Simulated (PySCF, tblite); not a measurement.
Breaking a bond: SMILES [AsH3]. The As1–H4 bond (As1 also carries H, H; H4 carries nothing else) is varied alone, starting from the PBE0/def2-TZVP optimised geometry.

Computed with: GFN2-xTB, 300 K electronic temperature (tblite); RHF/6-31G* = PySCF with restricted Hartree-Fock/6-31G*, spherical d; RKS-B3LYP/6-31G* = restricted B3LYP/6-31G*, spherical d run with PySCF; UCCSD(T) = CCSD(T) on UHF/cc-pVTZ, 9 core orbitals frozen run with PySCF.

Energies relative to the lowest point of each curve near equilibrium, in eV; the last columns give the difference from UCCSD(T):

```csv
R / Å,GFN2-xTB,RHF/6-31G*,RKS-B3LYP/6-31G*,UCCSD(T),GFN2-xTB − UCCSD(T),RHF/6-31G* − UCCSD(T),RKS-B3LYP/6-31G* − UCCSD(T)
1.14,2.443,2.602,2.633,2.438,0.005,0.164,0.195
1.22,1.121,1.394,1.441,1.296,-0.174,0.098,0.145
1.29,0.501,0.717,0.766,0.659,-0.158,0.058,0.107
1.38,0.121,0.220,0.259,0.197,-0.076,0.023,0.062
1.45,0.015,0.044,0.067,0.037,-0.022,0.007,0.030
1.49,0.000,0.005,0.015,0.003,-0.003,0.002,0.012
1.52,0.005,0.000,0.000,0.000,0.005,0.000,0.000
1.58,0.044,0.040,0.017,0.040,0.004,0.000,-0.023
1.61,0.076,0.082,0.046,0.079,-0.003,0.003,-0.033
1.69,0.188,0.245,0.173,0.229,-0.042,0.015,-0.057
1.77,0.328,0.463,0.352,0.427,-0.099,0.037,-0.074
1.89,0.570,0.855,0.681,0.770,-0.199,0.085,-0.089
2.06,0.951,1.468,1.199,1.291,-0.340,0.177,-0.092
2.29,1.503,2.304,1.898,1.973,-0.471,0.330,-0.076
2.49,1.967,2.988,2.455,2.483,-0.516,0.505,-0.028
2.76,2.524,3.821,3.102,2.994,-0.471,0.826,0.108
3.04,2.994,4.566,3.646,3.268,-0.274,1.298,0.378
3.37,3.410,5.301,4.141,3.384,0.027,1.917,0.757
3.77,3.740,6.012,4.574,3.424,0.315,2.587,1.150
4.09,—,6.462,4.821,3.435,—,3.026,1.386
4.54,—,6.946,5.061,3.441,—,3.505,1.621
5.29,—,7.458,5.280,3.443,—,4.015,1.836
```

GFN2-xTB is furthest from UCCSD(T) at 2.49 (-0.516 eV, below); its mean absolute difference over the points is 0.169 eV.

RHF/6-31G* is furthest from UCCSD(T) at 5.29 (4.015 eV, above); its mean absolute difference over the points is 0.849 eV.

RKS-B3LYP/6-31G* is furthest from UCCSD(T) at 5.29 (1.836 eV, above); its mean absolute difference over the points is 0.375 eV.

A dash means that the run gave no value there, or that the column was ended at a point which the program doubted or which failed a test of continuity chosen for this set; such a test can also cut sound points.

The restricted form behind RHF/6-31G*, RKS-B3LYP/6-31G* keeps the bonding electrons paired and can't separate into open-shell fragments. The unrestricted determinant behind UCCSD(T) is spin-contaminated at 2.06 to 5.29 Å (<S²> up to 1.0, against 0.00 for a pure singlet).
